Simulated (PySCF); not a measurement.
**[IrF2]+, quintet: data card**

Method: UB3LYP in PySCF with Ir def2-TZVP with ECP60, F def2-TZVP; scalar-relativistic core potentials, no spin–orbit coupling; density-fitted integrals.

The structure is a minimum.

```xyz
3
charge 1 multiplicity 5, angstrom
Ir    0.0000    0.0000    0.0000
F     1.8214    0.0000    0.0000
F    -1.8214    0.0000    0.0000
```

- Point group: D∞h
- Bond lengths: Ir–F 1.821 Å (×2)
- Bond angles: F–Ir–F 180.0°
- Principal quadrupole moments (Buckingham, traceless) about the centre of mass: -4.96, 2.48, 2.48 D Å
- Rotational symmetry number: 2
- Dipole moment about the centre of mass: 0.00 D
- Principal polarisabilities: 17.5, 17.5, 44.5 bohr³
- Entropy at 298.15 K and 1 bar (electronic part: spin only): 280.0 J/(mol K)
- Zero-point energy: 10.6 kJ/mol
- Rotational constants: 0.1337 cm⁻¹
- Lowest empty level (β): -13.58 eV
- Spin squared ⟨S²⟩: 6.006
- Enthalpy at 298.15 K above 0 K: 12.70 kJ/mol
- Highest occupied level (α): -16.87 eV
- Heat capacity Cp at 298.15 K: 51.3 J/(mol K)

Harmonic modes (masses in u: Ir 192.963, F 18.998):
```json
{"symmetry": "πu", "ω (cm⁻¹)": "134", "IR (km/mol, summed over degenerate members)": "17.4", "μ (u)": "22.31"}
{"symmetry": "σg+", "ω (cm⁻¹)": "734", "IR (km/mol, summed over degenerate members)": "0.0", "μ (u)": "19.00"}
{"symmetry": "σu+", "ω (cm⁻¹)": "770", "IR (km/mol, summed over degenerate members)": "136", "μ (u)": "22.31"}
```

In D∞h the vibrations span πu + σg+ + σu+. The σg+ mode carries no infrared intensity, as symmetry demands. With a centre of inversion only u modes can be infrared active and only g modes Raman active.

Charges (e):
```json
{"atom": "Ir1", "Mulliken": "1.44", "Löwdin": "1.26", "polar tensor": "1.89", "spin (Mulliken)": "3.34", "Mayer order to Ir1": "–"}
{"atom": "F2,3", "Mulliken": "-0.22", "Löwdin": "-0.13", "polar tensor": "-0.45", "spin (Mulliken)": "0.33", "Mayer order to Ir1": "1.12"}
```

Mulliken populations on Ir1 (electrons outside its core potential): s 2.62, p 6.20, d 6.68, f 0.06.

Formally Ir is in oxidation state +3, d6, with 4 unpaired electrons (the high-spin count). The Mulliken spin on Ir is 3.34. The polar-tensor charge on Ir, 1.89, is below the formal one.

Only a few start shapes were tried, so a lower isomer may exist. With open d or f shells other occupations or spin states may lie lower. No spin–orbit coupling is included, which matters more the heavier the element.

The final relaxation and frequency run took 47 s on 4 threads of a shared Intel Xeon @ 2.50GHz (Skylake/Cascade Lake) host, with 102 basis functions and 8 gradients; the process peaked at 0.98 GiB. Launch command: `OMP_NUM_THREADS=4 python axn.py task.json out`.
